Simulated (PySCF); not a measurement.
Isomers of CH11NO2Si3, mass 153.010 u with the commonest isotopes. Method: CAM-B3LYP/def2-SVPD in PySCF (dipole) on a GFN2-xTB geometry, gas phase. One conformer each, none proved a minimum here; rigid rotors.

Question: Order these by dipole moment, largest first.
A. `[NH2:1][CH2:2][SiH2:3][O:4][SiH2:5][O:6][SiH3:7]` with H–N1–C2–Si3 60° and -57°, N1–C2–Si3–O4 49°, C2–Si3–O4–Si5 -52°, Si3–O4–Si5–O6 -26°, O4–Si5–O6–Si7 -16°
B. `[CH3:1][NH:2][SiH2:3][O:4][SiH2:5][O:6][SiH3:7]` with C1–N2–Si3–O4 48°, N2–Si3–O4–Si5 -55°, Si3–O4–Si5–O6 -22°, O4–Si5–O6–Si7 -11°
C. `[CH3:1][NH:2][SiH2:3][Si:4]([OH:5])([OH:6])[SiH3:7]` with C1–N2–Si3–Si4 176°, N2–Si3–Si4–O5 124°, Si3–Si4–O5–H 132°, Si3–Si4–O6–H 65°

Answer: B (1.63 D), C (1.13 D), A (0.92 D).

Question: Order these by out-of-plane moment Σ m c² = (Ia + Ib − Ic)/2, largest first.
A. `[NH2:1][CH2:2][SiH2:3][O:4][SiH2:5][O:6][SiH3:7]` with H–N1–C2–Si3 60° and -57°, N1–C2–Si3–O4 49°, C2–Si3–O4–Si5 -52°, Si3–O4–Si5–O6 -26°, O4–Si5–O6–Si7 -16°
B. `[CH3:1][NH:2][SiH2:3][O:4][SiH2:5][O:6][SiH3:7]` with C1–N2–Si3–O4 48°, N2–Si3–O4–Si5 -55°, Si3–O4–Si5–O6 -22°, O4–Si5–O6–Si7 -11°
C. `[CH3:1][NH:2][SiH2:3][Si:4]([OH:5])([OH:6])[SiH3:7]` with C1–N2–Si3–Si4 176°, N2–Si3–Si4–O5 124°, Si3–Si4–O5–H 132°, Si3–Si4–O6–H 65°

Answer: A (72.07 u·Å²), B (68.67 u·Å²), C (64.99 u·Å²).

| SMILES | point group | Ia (u·Å²) | Ib (u·Å²) | Ic (u·Å²) | κ | μa (D) | μb (D) | μc (D) |
| --- | --- | --- | --- | --- | --- | --- | --- | --- |
| NC[SiH2]O[SiH2]O[SiH3] | C1 | 276.89 | 519.10 | 651.85 | -0.62 | 0.23 | 0.10 | 0.88 |
| CN[SiH2]O[SiH2]O[SiH3] | C1 | 273.14 | 516.89 | 652.68 | -0.62 | 0.53 | 1.54 | 0.09 |
| CN[SiH2][Si](O)(O)[SiH3] | – | 273.41 | 583.25 | 726.68 | -0.70 | 0.35 | 0.55 | 0.92 |
